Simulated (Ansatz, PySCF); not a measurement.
This triplet is an excited state, 1.72 eV above the relaxed singlet at the level composite: frozen-core CCSD(T) with HF/cc-pVQZ and the correlation energy extrapolated as X^-3 from cc-pVTZ and cc-pVQZ, plus CCSDT(Q) minus CCSD(T) in cc-pVDZ // PBE0-D3(BJ)/def2-TZVP (Ansatz, a program for electronic structure).

Cartesian coordinates (Å):
```xyz
4

O     -0.8694    -0.2215     0.3445
Si     0.6053     0.5258     0.2952
H     -1.4728    -0.0250    -0.3755
H      1.7369    -0.2793    -0.2642
```
Charge 0, spin multiplicity 3.

**Question.** What is the computed total energy, dipole moment and highest occupied spin orbital (PBE-D3(BJ)/def2-TZVP // PBE0-D3(BJ)/def2-TZVP (PySCF))?

**Answer.** 
```json
{
 "total_energy": "-9950.15 eV",
 "dipole_moment": "1.40 D",
 "highest_occupied_spin_orbital": "-4.01 eV"
}
```
